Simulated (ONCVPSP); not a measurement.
zirconium, ONCV: configuration errors across variants

```
Element                 : Zr (Z = 40)
Generator               : ONCVPSP 4.0.1
Type                    : optimised norm-conserving Vanderbilt (ONCV)
Functional              : PBE
Relativity              : fully relativistic
Frozen core             : [Ar] 3d10
Valence charge          : 12
Reference configuration : 4s2 4p6 4d2 (charge +2)
Partial waves           : 4s: rc 1.25 bohr, ncon 4, nbas 7, qcut 5.5 1/bohr, 2 projectors, debl 0.4 Ha; 4p: rc 2.25 bohr, ncon 4, nbas 8, qcut 6.5 1/bohr, 2 projectors, debl 0.6 Ha; 4d: rc 2.55 bohr, ncon 3, nbas 8, qcut 5.4 1/bohr, 3 projectors, debl 3.6 Ha
Local potential         : polynomial inside 0.90 bohr (lpopt 5, dvloc0 0 Ha)
Core correction         : none
```

Open shells are filled in proportion to 2j + 1.

In the s channel the program set the typed energies aside and used -2.534, 0.250 Ha. In the p channel the program set the typed energies aside and used -1.703, 0.250 Ha (j = l + 1/2; the other j can differ).

All-electron excitation energies from the reference (eV): (1) 4s2 4p6 4d2 5s2 -20.078; (2) 4s2 4p6 4d2 5s1 -12.940; (3) 4s2 4p6 4d1 22.623; (4) 4s2 4p6 4d0 56.836.

Errors AE − PS in meV (a dash: test not solved or not reliable):

```tsv
change	(1)	(2)	(3)	(4)	bound ghosts	GHOST(+) flags above zero
base	-0.5	-0.4	+35	+217	none	s, d5/2, d3/2
d: qcut 4	-5.0	-2.9	+97	+563	none	s, d5/2, d3/2
d: qcut 4.8	-1.8	-1.1	+53	+324	none	s, d5/2, d3/2
d: qcut 5.2	-0.8	-0.5	+40	+247	none	s, d5/2, d3/2
d: qcut 6.1	0.0	0.0	+21	+137	none	s, d5/2, d3/2
d: qcut 6.5	+0.4	+0.2	+17	+108	none	s, d5/2, d3/2
d: qcut 7.3	-0.1	+0.1	+9.9	+70	none	s, d5/2, d3/2
d: qcut 7.9	+0.1	+0.2	+9.6	+66	none	s, d5/2, d3/2
```

Problem. Give the same row for: d: qcut 3.2.

Solution. -15, -7.8, +170, +963; bound ghosts: none; GHOST(+) flags above zero: s, d5/2, d3/2.
